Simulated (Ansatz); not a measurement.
A run for Ansatz (a quantum-chemistry and plane-wave program): R-r2SCAN/def2-TZVPP on GeH3NO (SMILES [NH2][Ge][OH]), a point of a torsion scan.

Ansatz 0.2 input:
```yaml
crystal:
  periodic: [false, false, false]
  atoms:
    - {symbol: N, position_ang: [-1.05077265, -0.03901183, 0.22295236]}
    - {symbol: Ge, position_ang: [0.37955134, -1.06112224, 0.68871313]}
    - {symbol: O, position_ang: [1.59581255, -0.07487111, -0.20701125]}
    - {symbol: H, position_ang: [-2.01698618, -0.26206107, 0.40378399]}
    - {symbol: H, position_ang: [-0.99135797, 0.77483159, -0.37092001]}
    - {symbol: H, position_ang: [2.33579668, 0.35372572, 0.21030190]}
basis:
  gaussian:
    orbitals: def2-TZVPP
hamiltonian:
  xc: {name: r2SCAN}
scf: {lower_state_search: off}
```

It printed:

```
WARN ansatz: RAYON_NUM_THREADS=1 ignored (pool sized by the plan → 1); use --threads N
Functional definition: r2SCAN
these checks for a lower state are left out or cut short: stability, starts, cluster_reference, orbital_swaps, neighbouring_geometries, increment
integrals: 0.06 GiB planned
841 factors; their error is unknown
mean field: 0.47 GiB planned
mean field evaluation 1: about -60090.3727 eV, gradient 9.0e1 eV
mean field evaluation 2: about -60018.3550 eV, gradient 1.8e2 eV
mean field evaluation 4: about -60104.5331 eV, gradient 8.8e0 eV
mean field evaluation 8: about -60104.6838 eV, gradient 8.8e-2 eV
mean field evaluation 16: about -60104.6733 eV, gradient 2.0e-5 eV
mean field -60104.67334704 eV, -2208.8060050927 hartree, gradient 4.7e-6 eV, S^2 0.000000; 0 other end points of the search recorded, 0 dependent functions left out
reference -60104.67335563 eV, -2208.8060054086 hartree; 25, 25 occupied and 127, 127 virtual orbitals, 841 factors
Total energy: -60104.67335563 eV, -2208.8060054086 hartree
Checks for a lower state left out: stability, starts, cluster_reference, orbital_swaps, neighbouring_geometries, increment
```

The run converged.

Cost: roughly 3 core-seconds.
